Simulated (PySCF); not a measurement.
Does the structure fit the spectrum?

A compound C₆H₁₂O₂Si₂ gives the data below (simulated from a calculation) and was assigned the structure `O=C1CC(/C([SiH3])=C\O[SiH3])C1`.

13C{1H} NMR (computed): δ 155.0 (C), 150.2 (C), 141.9 (CH), 136.3 (CH2), 57.7 (CH3), 27.2 (CH3).

1H NMR (400 MHz, computed): δ 6.44 (s, 1H), 6.14 (br s, 1H), 5.78 (br s, 1H), 5.35 (m, 1H), 5.20 (m, 1H), 5.05 (m, 1H), 3.62 (s, 3H), 2.11 (s, 3H).

Single conformer, one averaged value for each set of equivalent atoms, no solvent, relativity neglected. GFN2-xTB structure; shieldings: GIAO PBE0/pcSseg-1; PySCF.

δ = σ(ref) − σ, references computed at the same level: 1H (σref 31.72), 13C (σref 186.93) against TMS.

Task: Compare with the shifts computed for the proposed structure, pairing carbons in order of shift.

Result: Atoms are numbered as in `[O:1]=[C:2]1[CH2:3][CH:4](/[C:5]([SiH3:6])=[CH:7]\[O:8][SiH3:9])[CH2:10]1`; H(Xn) means a hydrogen on atom n.

| atom | computed for proposal | given list | difference |
| --- | --- | --- | --- |
| C2 | 213.8 | 155.0 | +58.8 |
| C7 | 152.2 | 150.2 | +2.0 |
| C5 | 121.4 | 141.9 | -20.5 |
| C3 | 54.9 | 136.3 | -81.4 |
| C10 | 54.9 | 57.7 | -2.8 |
| C4 | 20.9 | 27.2 | -6.3 |

The rms difference is 41.9 ppm and the largest -81.4 ppm at C3 (sp3 CH2 α to a carbonyl). The proposal also would give 5 carbon signals, not 6. The carbon types in order of shift don't match either: C, CH, C, CH2, CH2, CH for the proposal against C, C, CH, CH2, CH3, CH3 in the data. The proposal doesn't fit.

Task: Which isomer fits?

Result: `C=C(C)[Si@H]1[SiH2]OC=C1OC`.

Carbon types of the structure: 2 × C, 1 × CH, 1 × CH2, 2 × CH3, leaving 3 H on heteroatoms. δC 155.0, 141.9: alkene carbon bearing oxygen; an sp2 carbon further deshielded by the attached heteroatom. δC 150.2: fully substituted alkene carbon; the olefinic region. δC 136.3: terminal =CH2 carbon; an sp2 carbon of a C=C bond. δH 2.11: hydrogen on an allylic methyl carbon; allylic position.

Other isomers checked: CC[SiH2]C#C[SiH2]C(=O)OC (rms 45.4 ppm).

The shifts were computed for this structure.

Shifts are as computed. Against solution values, carbons near 30 ppm lie about +3 ppm off and those near 130 ppm about +5 ppm. Of 1309 compounds with measured shifts, 239 miss one by over three times the rms of a fit or turn the order of signals round; such compounds aren't used in these exercises. No couplings were computed; multiplicities are counted from neighbouring protons, with m where these are inequivalent, close in shift, in a saturated or five-membered ring or joined by F or P, and br s for small geminal =CH2 splittings.
